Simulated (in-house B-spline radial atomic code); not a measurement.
How numerical settings move a run on Pd+, [Kr] 4d9. Computed with an all-electron radial atomic-structure program (B-spline basis): non-relativistic SCAN, spin-polarised, spherical fractional occupations, point nucleus.

Command:
```bash
python run_scf.py task.json out
```
Settings of the sound reference run:
```
Z                46
electrons        45
configuration    [Kr] 4d9
hamiltonian      nr
method           scan,scan
spin_polarised   True
knot_spacing     0.22
spline_order     8
gauss_points     12
box_radius       35.29
max_iterations   70
damping          0.5
damped_steps     3
diis_vectors     10
tolerance        1e-08
start            Thomas-Fermi
```

Cost of the run: 0.32 s on 1 thread of Arm Neoverse V1, with other jobs on the host.

It converges in 9 iterations to -4940.296639 hartree, with 4d down at -14.4856 eV. The other runs change the listed settings, some to values that make no sense; their results aren't properties of the atom or ion. Radii are in bohr (the nuclear one in fm), a minus after a letter asks for a j subshell, and «unchanged» means within 1e-8 hartree. The run stops when the residual is below 10 × tolerance × max(1, Z/10), or a noise floor if that is larger, and the energy moves by less than 1e-8 × √|E| hartree; so very loose and very tight tolerances often act alike.

```tsv
changed settings	outcome
knot_spacing = 1	converged in 9 iterations, energy +1.65e+01 hartree from the reference, 4d down level -8.9e-01 eV (the program warns: 4s up reaches the box edge; 4s down reaches the box edge)
spline_order = 3	converged in 9 iterations, energy +1.53e-01 hartree from the reference, 4d down level -7.3e-03 eV
knot_spacing = 0.15	converged in 9 iterations, energy -1.87e-03 hartree from the reference, 4d down level -1.6e-04 eV
knot_spacing = 0.1	converged in 9 iterations, energy -3.51e-03 hartree from the reference, 4d down level +6.4e-04 eV
knot_spacing = 0.4	converged in 9 iterations, energy +5.06e-03 hartree from the reference, 4d down level +1.6e-03 eV
knot_spacing = 1.4	converged in 8 iterations, energy +3.48e+02 hartree from the reference, 4d down level -2.6e+01 eV (the program warns: 2s up reaches the box edge; 2s down reaches the box edge)
gauss_points = 4	converged in 9 iterations, energy -4.26e-03 hartree from the reference, 4d down level -3.0e-04 eV
gauss_points = 8	converged in 9 iterations, energy -4.34e-05 hartree from the reference, 4d down level +4.3e-04 eV
gauss_points = 5	converged in 9 iterations, energy +1.35e-03 hartree from the reference, 4d down level -1.1e-03 eV
hamiltonian = dirac, method = hf, nucleus = fermi, rms_radius = 4.5318, mass_number = 106, atomic_mass = 105.9035, speed_of_light = 137.036	stopped with error: spin polarisation is not served with the Dirac Hamiltonian
knot_spacing = 0.3, box_radius = 141.16, first_knot = 0.000217, max_iterations = 60, damped_steps = 8	converged in 10 iterations, energy +1.48e-03 hartree from the reference, 4d down level +5.8e-04 eV
knot_spacing = 2	converged in 7 iterations, energy +5.15e+02 hartree from the reference, 4d down level -3.0e+01 eV (the program warns: 4d down reaches the box edge; 2p up reaches the box edge)
knot_spacing = 0.3	converged in 9 iterations, energy +1.36e-03 hartree from the reference, 4d down level +1.7e-04 eV
spline_order = 5	converged in 9 iterations, energy +1.30e-04 hartree from the reference, 4d down level -7.9e-05 eV
electrons = 48, configuration = [Kr] 4d9 5s3, max_iterations = 100	stopped with error: shell 5s holds at most 1 electrons (per spin)
spline_order = 4	converged in 9 iterations, energy +6.79e-04 hartree from the reference, 4d down level +9.3e-04 eV
knot_spacing = 0.4, box_radius = 141.16, max_iterations = 75, damped_steps = 30	converged in 15 iterations, energy +5.06e-03 hartree from the reference, 4d down level +1.6e-03 eV
knot_spacing = 0.75	converged in 9 iterations, energy +7.37e+00 hartree from the reference, 4d down level -6.9e-01 eV (the program warns: 3s up reaches the box edge; 3s down reaches the box edge)
electrons = 46, configuration = [Kr] 4d9 5s-1, max_iterations = 50	stopped with error: j subshells need the Dirac Hamiltonian and l > 0
```

**Question.** What happens with max_iterations = 5, diis_vectors = 0, start = bare nucleus?

**Answer.** Not converged after 5 iterations, last residual 1.9e-04, last energy +1.76e-07 hartree from the reference.

**Question.** What happens with spline_order = 7?

**Answer.** Converged in 9 iterations, energy -4.60e-04 hartree from the reference, 4d down level +3.0e-04 eV.

**Question.** What happens with gauss_points = 3?

**Answer.** Converged in 9 iterations, energy -8.79e+05 hartree from the reference, 4d down level +2.8e-01 eV.

**Question.** What happens with gauss_points = 16?

**Answer.** Converged in 9 iterations, energy -1.22e-05 hartree from the reference, 4d down level -3.7e-04 eV.
